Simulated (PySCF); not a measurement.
Relaxation of triplet IrS₂⁻

Method: PySCF, UPBE0, basis Ir def2-SVPD with ECP60, S def2-SVPD (scalar-relativistic core potentials, no spin–orbit coupling, density fitting). A (50,194) grid was used.

A hand-made side-on start, of C2v symmetry, held to at least that symmetry:

```xyz
3
charge -1 multiplicity 3, angstrom
Ir    0.0000    0.0000   -0.5141
S     1.0000    0.0000    1.5515
S    -1.0000    0.0000    1.5515
```

Task: What does it relax to?

Result: It ends at C2v with Ir–S 2.188 Å (×2); S–Ir–S 74.0°. A frequency run shows a minimum. Other isomers or separated fragments may lie lower.

Task: How much energy is released, and in how many steps?

Result: 26.9 kJ/mol in 7 steps.

Open d and f shells are described by one determinant, and the ground state may have another occupation or spin. At this level a singlet minimum of C2v symmetry lies 207 kJ/mol below this structure. Spin–orbit coupling, left out here, can matter for elements this heavy.

The relaxation took roughly 70 core-seconds on a shared host.
